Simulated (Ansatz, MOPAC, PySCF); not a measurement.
Bond stretch in BH, singlet. Each curve is given relative to its own lowest point near equilibrium.

```tsv
R / Å	A	B	C
0.99	96.7	87.7	73.9
1.05	50.6	44.5	34.9
1.13	15.5	12.4	6.6
1.16	8.2	6.0	1.8
1.22	0.7	0.2	0.0
1.24	0.0	0.0	1.4
1.28	0.6	1.7	6.8
1.31	2.7	4.5	12.9
1.38	11.5	15.0	32.6
1.44	22.3	27.4	54.2
1.53	42.2	49.7	92.3
1.66	75.1	85.6	153.7
1.86	129.8	141.5	250.4
2.08	190.0	196.8	347.6
2.24	231.4	230.8	408.8
2.48	287.8	270.8	485.2
2.72	336.2	—	545.0
3.03	387.5	—	602.3
3.32	425.6	—	640.6
3.73	466.1	—	678.2
4.36	505.0	—	714.0
5.03	525.6	—	737.9
```

Energies in kJ/mol.

### Question
Which curve belongs to which method? The methods are MOPAC 23.2.5 with PM6, restricted, heats of formation; CCSD(T) on RHF/def2-TZVP, frozen core run with Ansatz (a first-principles code); PySCF 2.14.0 with restricted B3LYP/3-21G.

### Answer
A is RKS-B3LYP/3-21G; B is RCCSD(T); C is PM6.

Dashes: no converged value, or the column stops at the first point that the program doubted or that broke a chosen test of continuity, which isn't proof of a fault.

The T1 diagnostic of CCSD on the restricted reference of RCCSD(T) exceeds 0.045 at 2.24 to 5.03 Å. The restricted form behind RKS-B3LYP/3-21G, PM6 keeps the bonding electrons paired and can't separate into open-shell fragments.
